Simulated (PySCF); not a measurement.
# A survey of ¹⁷O NMR shifts

One computed conformer, no solvent model, relativity neglected, rapidly exchanging positions averaged. Shielding tensors at PBE0/pcSseg-1 (GIAO); geometry: GFN2-xTB; PySCF.

Shieldings were converted by a linear fit to measured shifts: ¹⁷O (scatter 10.7 ppm rms, 12.2 ppm with the 3 outliers that the fit left out vs liquid water, solution or neat liquid). A few per cent of atoms miss by over 2 rms, more outside the fitted compound classes.

Question: Give the ¹⁷O shifts of `Nc1coc2cnccc12`, `CCO[Si@H](O)[SiH2][SiH2]O`, `N#C[C@@]12CCC[C@]1(C#N)O2`, `CCc1sncc1OC`.

Answer: 
```csv
compound,environment,δ (ppm)
Nc1coc2cnccc12,aromatic ring oxygen,163.9
[CH3:1][CH2:2][O:3][Si@H:4]([OH:5])[SiH2:6][SiH2:7][OH:8],"O3: oxygen bonded to C, Si",21.0
[CH3:1][CH2:2][O:3][Si@H:4]([OH:5])[SiH2:6][SiH2:7][OH:8],"O5: oxygen bonded to Si, H",8.4
[CH3:1][CH2:2][O:3][Si@H:4]([OH:5])[SiH2:6][SiH2:7][OH:8],"O8: oxygen bonded to Si, H",-32.3
N#C[C@@]12CCC[C@]1(C#N)O2,ether oxygen,29.2
CCc1sncc1OC,ether oxygen,31.1
```
